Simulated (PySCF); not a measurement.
Correlation energy of Sr (strontium, neutral)

[Kr] 5p2, high-spin 3P determinant (an excited configuration). All numbers are calculated (PySCF 2.14, scalar relativity by spin-free X2C-1e, in aug-cc-pwCVTZ-X2C (10s9p7d3f, 93 functions)). Frozen: [Ar] 3d10; 10 electrons correlated.

MP2 pair energies summed by pair of shells (mhartree):

| pair | energy | share (%) |
| --- | --- | --- |
| 4p-4p | -132.84 | 67.8 |
| 4s-4p | -35.11 | 17.9 |
| 4p-5p | -15.50 | 7.9 |
| 4s-4s | -7.08 | 3.6 |
| 5p-5p | -4.59 | 2.3 |
| 4s-5p | -0.77 | 0.4 |

Total MP2 correlation energy: -195.89 mhartree.

Same-spin part -55.84 and opposite-spin part -140.05 mhartree; SCS-MP2 scales them by 1/3 and 6/5 to -186.67 mhartree.
